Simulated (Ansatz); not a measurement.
Geometry optimisation, RHF/def2-SVP in Ansatz 0.2.0.

Input:

```yaml
crystal:
  periodic: [false, false, false]
  atoms:
    - { symbol: Ge, position_ang: [0.462384, 0.190792, -0.449164] }
    - { symbol: O, position_ang: [-0.661832, 0.282829, 2.298722] }
    - { symbol: H, position_ang: [-1.043074, 0.345617, 3.161099] }
    - { symbol: Cl, position_ang: [1.84789, 0.336947, -2.130495] }
    - { symbol: H, position_ang: [-0.733539, 1.064781, -0.797549] }
    - { symbol: H, position_ang: [0.11442, -1.282619, -0.304117] }
    - { symbol: H, position_ang: [1.228147, 0.727799, 0.776061] }
    - { symbol: H, position_ang: [0.232105, 0.650154, 2.360644] }
basis:
  gaussian: { orbitals: def2-SVP }
hamiltonian:
  xc: hf
relax:
  f_tol: 0.03
  max_steps: 50
output:
  orbitals: {}
```

Launched with:

```bash
$ ansatz run input.yaml --threads 1 --pin off --max-ram 2048MiB --backend cpu --events-out ev --progress --plain --runs-dir out
```

Task: Where does it end, and by what steps?

Result: The run converged. After 7 steps the energy has fallen by 0.196 eV; H8 moved furthest, 0.75 Å.

```tsv
step	energy less start (eV)	largest force component (eV/Å)	accepted
0	0.0000	1.359	yes
1	-0.0885	0.608	yes
2	-0.1165	0.650	yes
3	-0.1582	0.365	yes
4	-0.1888	0.248	yes
5	-0.1941	0.278	yes
6	-0.1954	0.062	yes
7	-0.1962	0.004	yes
```

```xyz
8
Properties=species:S:1:pos:R:3
Ge 0.592 0.232 -0.433
O -0.501 0.360 2.311
H -1.369 0.142 2.616
Cl 1.451 0.161 -2.451
H -0.626 1.138 -0.548
H 0.241 -1.210 -0.094
H 1.691 0.809 0.448
H -0.032 0.684 3.066
```

Whether the end is a true minimum wasn't checked by a vibrational analysis.

Run time: 11 s on 1 thread of INTEL(R) XEON(R) PLATINUM 8581C CPU @ 2.30GHz (Emerald Rapids) (shared host), peak memory 0.19 GiB.
